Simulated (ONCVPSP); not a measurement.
copper ONCV: all-electron and pseudo phase curves

ONCVPSP 4.0.1 input, shortened (lines: element, Z, core and valence counts, functional; n l f; lmax; l rc ep ncon nbas qcut; lloc lpopt rc5 dvloc0; l nproj debl; icmod fcfact rcfact), PBE, scalar-relativistic:

```
  Cu 29.00    3    4        4      upf
    1    0    2.00
    2    0    2.00
    2    1    6.00
    3    0    2.00
    3    1    6.00
    3    2   10.00
    4    0    1.00
    2
    0    1.05    0.00    4    8    9.40
    1    1.28    0.00    4    8   12.30
    2    1.50    0.00    4    9   10.00
    4    4    0.70    0.00
    0    2    1.00
    1    2    0.40
    2    1    3.70
    2    0.75    0.85
```

In the p channel the program set the typed energies aside and used -2.651, 0.250 Ha.

The phase is arctan(r·R′/R) of the radial function R(r), unwrapped; energies in Ha, scanned from -6 to 5 Ha. A pole is an energy at which the radial function vanishes at the test radius. The pseudo phase is shifted by a multiple of π to meet the all-electron one at the reference energy, and phase errors are pseudo minus all-electron; the curves can meet again beyond the range given. Levels narrower than the energy grid can be missing from the lists of poles.

```csv
channel,radius (bohr),reference energy (Ha),"poles, all-electron","poles, pseudo",unbroken range about the reference energy with phases within 0.05 rad,phase error 1 Ha above the reference energy (rad)
s,1.06,-0.17,-2.67,-2.67,the whole range,-0.000
p,1.30,-2.65,-2.06,-2.06,the whole range,+0.000
d,1.52,-0.19,0.28,0.29,below 1.1,+0.028
```

Phases in the p channel:

```json
{"E (Ha)": "-5.96", "all-electron": "1.210", "pseudo": "1.210"}
{"E (Ha)": "-5.68", "all-electron": "1.188", "pseudo": "1.188"}
{"E (Ha)": "-5.40", "all-electron": "1.162", "pseudo": "1.162"}
{"E (Ha)": "-5.12", "all-electron": "1.129", "pseudo": "1.129"}
{"E (Ha)": "-4.84", "all-electron": "1.087", "pseudo": "1.087"}
{"E (Ha)": "-4.56", "all-electron": "1.029", "pseudo": "1.029"}
{"E (Ha)": "-4.28", "all-electron": "0.945", "pseudo": "0.945"}
{"E (Ha)": "-4.00", "all-electron": "0.812", "pseudo": "0.812"}
{"E (Ha)": "-3.72", "all-electron": "0.575", "pseudo": "0.575"}
{"E (Ha)": "-3.44", "all-electron": "0.116", "pseudo": "0.116"}
{"E (Ha)": "-3.16", "all-electron": "-0.563", "pseudo": "-0.563"}
{"E (Ha)": "-2.88", "all-electron": "-1.067", "pseudo": "-1.067"}
{"E (Ha)": "-2.60", "all-electron": "-1.333", "pseudo": "-1.333"}
{"E (Ha)": "-2.32", "all-electron": "-1.482", "pseudo": "-1.482"}
{"E (Ha)": "-2.04", "all-electron": "-1.578", "pseudo": "-1.578"}
{"E (Ha)": "-1.76", "all-electron": "-1.647", "pseudo": "-1.647"}
{"E (Ha)": "-1.48", "all-electron": "-1.702", "pseudo": "-1.702"}
{"E (Ha)": "-1.20", "all-electron": "-1.749", "pseudo": "-1.749"}
{"E (Ha)": "-0.92", "all-electron": "-1.792", "pseudo": "-1.792"}
{"E (Ha)": "-0.64", "all-electron": "-1.834", "pseudo": "-1.834"}
{"E (Ha)": "-0.36", "all-electron": "-1.876", "pseudo": "-1.876"}
{"E (Ha)": "-0.08", "all-electron": "-1.921", "pseudo": "-1.921"}
{"E (Ha)": "0.20", "all-electron": "-1.970", "pseudo": "-1.970"}
{"E (Ha)": "0.48", "all-electron": "-2.026", "pseudo": "-2.026"}
{"E (Ha)": "0.76", "all-electron": "-2.091", "pseudo": "-2.091"}
{"E (Ha)": "1.04", "all-electron": "-2.171", "pseudo": "-2.171"}
{"E (Ha)": "1.32", "all-electron": "-2.270", "pseudo": "-2.270"}
{"E (Ha)": "1.60", "all-electron": "-2.397", "pseudo": "-2.396"}
{"E (Ha)": "1.88", "all-electron": "-2.559", "pseudo": "-2.558"}
{"E (Ha)": "2.16", "all-electron": "-2.764", "pseudo": "-2.764"}
{"E (Ha)": "2.44", "all-electron": "-3.012", "pseudo": "-3.012"}
{"E (Ha)": "2.72", "all-electron": "-3.282", "pseudo": "-3.282"}
{"E (Ha)": "3.00", "all-electron": "-3.539", "pseudo": "-3.539"}
{"E (Ha)": "3.28", "all-electron": "-3.758", "pseudo": "-3.758"}
{"E (Ha)": "3.56", "all-electron": "-3.931", "pseudo": "-3.931"}
{"E (Ha)": "3.84", "all-electron": "-4.064", "pseudo": "-4.065"}
{"E (Ha)": "4.12", "all-electron": "-4.168", "pseudo": "-4.168"}
{"E (Ha)": "4.40", "all-electron": "-4.249", "pseudo": "-4.250"}
{"E (Ha)": "4.68", "all-electron": "-4.314", "pseudo": "-4.314"}
{"E (Ha)": "4.96", "all-electron": "-4.367", "pseudo": "-4.367"}
```
